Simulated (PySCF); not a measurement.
**²⁹Si chemical shifts**

PySCF calculation with coordinates at the GFN2-xTB level and σ from GIAO-PBE0/pcSseg-1; one computed conformer, fast rotation and ring inversion assumed for equivalent nuclei, relativity neglected, no solvent.

Shieldings were converted by a linear fit to measured shifts: ²⁹Si: δ = 279.94 − 0.822σ (rms 8.9 ppm, 72 shifts, 25.8 ppm with the 6 outliers that the fit left out vs TMS, solution or neat liquid). Occasional misses reach two or three times the rms, and more in compound classes unlike the fitted ones.

**Question.** Give the ²⁹Si shifts of `[SiH3][SiH2][SiH2]Cl`, `CC#C[Si@@H](F)[C@H](C)CO`, `CC[C@H]1C[Si@](F)(C=O)C1`.

**Answer.** 
```
                      compound                                     environment  δ (ppm)
[SiH3:1][SiH2:2][SiH2:3][Cl:4]              Si3: silicon bonded to Cl, Si, 2 H    -30.1
[SiH3:1][SiH2:2][SiH2:3][Cl:4]                  Si1: silicon bonded to Si, 3 H   -105.1
[SiH3:1][SiH2:2][SiH2:3][Cl:4]                Si2: silicon bonded to 2 Si, 2 H   -110.5
      CC#C[Si@@H](F)[C@H](C)CO                     silicon bonded to 2 C, F, H    -14.8
      CC[C@H]1C[Si@](F)(C=O)C1  silicon bonded to 3 C, F, in a 4-membered ring    -12.8
```

**Question.** Order these by ²⁹Si shift, lowest first.
A. C[C@@H]1C[C@]12COC[Si@@H]2F
B. C=CC(=O)[Si@H](F)C(C)C
C. CCC[SiH2]/C(F)=C/C=O
D. CC#C[Si@@H](F)[C@@H](C)F
E. F[SiH2]COC1=CCCC1
F. C/C=C1/[SiH2][C@@H](CO)[C@H]1F

**Answer.** F (-55.0 ppm, silicon bonded to 2 C, 2 H, in a 4-membered ring), C (-42.9 ppm, silicon bonded to 2 C, 2 H), D (-25.4 ppm, silicon bonded to 2 C, F, H), B (-17.4 ppm, silicon bonded to 2 C, F, H), E (-8.0 ppm, silicon bonded to C, F, 2 H), A (20.2 ppm, silicon bonded to 2 C, F, H, in a 5-membered ring).
